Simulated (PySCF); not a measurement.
# Structure from NMR data

An unknown has the formula C$_{7}$H$_{11}$NSi. Its calculated NMR data are:

¹H NMR (400 MHz, computed): δ 6.65 (m, 1H), 6.51 (m, 1H), 6.48 (m, 1H), 5.99 (m, 1H), 5.46 (m, 1H), 5.26 (m, 1H), 4.97 (s, 3H), 3.20 (d, 2H).

¹³C{¹H} NMR (computed): δ 149.3 (CH), 132.3 (C), 130.0 (CH), 125.8 (CH), 121.2 (CH2), 120.1 (CH), 36.4 (CH2).

[PySCF: coordinates at the PBE0-D3(BJ)/def2-SVP level; PBE0/pcSseg-1 with gauge-including orbitals; no solvent model; equivalent nuclei averaged; a single conformation; relativity neglected]

Shifts are taken against calculated references (same method and geometry level): ¹H and ¹³C against TMS.

**Question.** Which candidate is it?
A. C=CCc1ccn([SiH3])c1
B. Cc1ccc(N[SiH3])cc1
C. c1ccn(C2C[SiH2]C2)c1

**Answer.** A. 

- Rings plus π bonds: 4 (1 ring in the answer).
- 7 carbon signals for 7 carbons: no two carbons are equivalent.
- Carbon types of the structure: 1 × C, 4 × CH, 2 × CH2, leaving 3 H on heteroatoms.
- δC 149.3: alkene CH; an sp2 carbon of a C=C bond.
- δC 132.3: substituted aromatic carbon.
- δC 130.0, 125.8: aromatic CH next to a ring nitrogen.
- δC 121.2: terminal =CH2 carbon; as expected for a trigonal carbon in a double bond.
- δC 120.1: aromatic CH.

The others: c1ccn(C2C[SiH2]C2)c1 would give 4 carbon signals, not 7; Cc1ccc(N[SiH3])cc1 would give 5 carbon signals, not 7.

Shifts are as computed. Against solution values, carbons near 30 ppm lie about +2 ppm off and those near 130 ppm about +5 ppm. Of 1309 compounds with measured shifts, 239 miss one by over three times the rms of a fit or turn the order of signals round; such compounds aren't used in these exercises. No couplings were computed; multiplicities are counted from neighbouring protons, with m where these are inequivalent, close in shift, in a saturated or five-membered ring or joined by F or P, and br s for small geminal =CH2 splittings.
